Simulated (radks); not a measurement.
Excited configurations of Ag II: one electron is placed in a higher orbital outside [Kr] 4d9. The ground configuration is [Kr] 4d10. Method: scalar-relativistic Kohn-Sham, r2SCAN, spin-polarised, spherical densities, finite nucleus; open shells are filled with parallel spins first (spin-orbit coupling, left out, can overturn this in heavy ions); meta-GGA in the generalised Kohn-Sham scheme; Fermi nuclear charge, rms radius 4.5454 fm; computed with a radial shooting solver on a logarithmic mesh with Libxc functionals. Excitation = E - E(ground); binding = E(ion) - E, where the ion is the core of charge +2; n* = 2/sqrt(2 binding) in atomic units, and the quantum defect is n - n*.

outer orbital  excitation (eV)  binding (eV)     n*  quantum defect  eigenvalue (eV)
5s                       5.209        16.850  1.797           3.203          -13.516
5d                      16.410         5.650  3.104           1.896           -4.100
5f                      19.778         2.282  4.883           0.117           -1.740
6s                      15.213         6.847  2.819           3.181           -5.488
6p                      16.794         5.266  3.215           2.785           -4.181
6d                      18.744         3.316  4.051           1.949           -2.558

The Delta-SCF ionisation energy is 22.060 eV (NIST Atomic Spectra Database: 21.484 eV, measured). Self-interaction in the functional shifts the binding energies and quantum defects, so they are the method's values and not measured ones. Open shells are spherical and high-spin; term and fine-structure splittings are not resolved.
